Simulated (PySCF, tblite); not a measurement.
Species: C₃H₁₁BOSi₂.
Numbering: `[BH2:1][Si@@H:2]([O:3][SiH3:4])[CH:5]1[CH2:6][CH2:7]1` (hydrogens: H8, H9 on B1; H10 on Si2; H11, H12, H13 on Si4; H14 on C5; H15, H16 on C6; H17, H18 on C7)

Structure used (GFN2-xTB), in Å, numbered top down from 1:
```
atom  x, y, z in Å
B1    -0.174    2.153    0.606
Si2    0.288    0.664   -0.576
O3     1.799    0.088   -0.307
Si4    3.191   -0.421    0.323
C5    -0.879   -0.815   -0.328
C6    -2.072   -0.707    0.583
C7    -2.270   -0.767   -0.893
H8    -1.083    2.851    0.369
H9     0.414    2.377    1.592
H10    0.346    0.921   -2.032
H11    2.931   -0.961    1.659
H12    3.696   -1.451   -0.583
H13    4.081    0.739    0.389
H14   -0.406   -1.792   -0.350
H15   -2.252    0.234    1.084
H16   -2.352   -1.568    1.173
H17   -2.685   -1.669   -1.320
H18   -2.581    0.132   -1.404
```

Jobs on this species (18 atoms, 70 electrons) with PySCF (density fitting) and tblite. Hardware of each: one thread of an Arm Neoverse V1, on a shared host. The host was shared with other jobs, so the times are rough.

Task: Rank these jobs by wall time, shortest first.
A. wB97X-D/def2-SVPD; 8 singlets by full TDDFT, 3 Tamm–Dancoff triplets, polarisability; 239 basis functions
B. PBE0/pcSseg-1; shieldings, ring-centre shieldings, charges and field gradients; 188 basis functions
C. GFN2-xTB; L-BFGS relaxation

Result: C (0.82 s), B (29 s), A (54 s).

All jobs:

```json
{"level and settings": "GFN2-xTB", "work": "Hessian by finite differences", "basis functions": "–", "SCF cycles": "–", "wall time": "0.71 s"}
{"level and settings": "GFN2-xTB", "work": "L-BFGS relaxation", "basis functions": "–", "SCF cycles": "–", "wall time": "0.82 s"}
{"level and settings": "PBE0/pcSseg-1", "work": "shieldings, ring-centre shieldings, charges and field gradients", "basis functions": "188", "SCF cycles": "13", "wall time": "29 s"}
{"level and settings": "wB97X-D/def2-SVPD", "work": "8 singlets by full TDDFT, 3 Tamm–Dancoff triplets, polarisability", "basis functions": "239", "SCF cycles": "13", "wall time": "54 s"}
```

Task: What do all jobs in the table cost together?

Result: About 85 s; the longest takes about 64 % of that, and about 76 times as long as the shortest.
